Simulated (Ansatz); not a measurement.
`BC(C)(C)C` and `CCCC(C)(C)C` differ in one atom or group.

Ansatz, PBE0-D4/def2-TZVP geometries, multiplicity 1. Each molecule was computed in one conformer, which needn't be the lowest.

| property | `BC(C)(C)C` |
| --- | --- |
| HOMO energy (PBE0/def2-TZVPP) / eV | -8.11 |
| size of the dipole moment (ωB97M-V/def2-TZVPP) / D | 0.65 |
| HOMO–LUMO gap (PBE0/def2-TZVPP) / eV | 6.97 |
| HOMO–LUMO gap (PBE/def2-TZVPP) / eV | 4.64 |
| size of the dipole moment (PBE/def2-TZVPP) / D | 0.76 |
| LUMO energy (ωB97M-V/def2-TZVPP) / eV | 0.72 |

(1) Give the same properties after the change, and the shifts. (Best estimate.)

Results:

(1) Ansatz gave: 
```json
{"property": "HOMO energy (PBE0/def2-TZVPP) / eV", "`CCCC(C)(C)C`": "-8.58", "shift": "-0.47"}
{"property": "size of the dipole moment (ωB97M-V/def2-TZVPP) / D", "`CCCC(C)(C)C`": "0.07", "shift": "-0.58"}
{"property": "HOMO–LUMO gap (PBE0/def2-TZVPP) / eV", "`CCCC(C)(C)C`": "9.62", "shift": "2.65"}
{"property": "HOMO–LUMO gap (PBE/def2-TZVPP) / eV", "`CCCC(C)(C)C`": "7.52", "shift": "2.88"}
{"property": "size of the dipole moment (PBE/def2-TZVPP) / D", "`CCCC(C)(C)C`": "0.07", "shift": "-0.69"}
{"property": "LUMO energy (ωB97M-V/def2-TZVPP) / eV", "`CCCC(C)(C)C`": "2.44", "shift": "1.72"}
```

With PBE0 the HOMO falls by 0.47 eV and the LUMO rises by 2.18 eV, so the gap widens by about 2.65 eV. PBE moves the HOMO by -0.45 eV and ωB97M-V by -0.46 eV. Dipoles are sizes alone; their direction can turn.
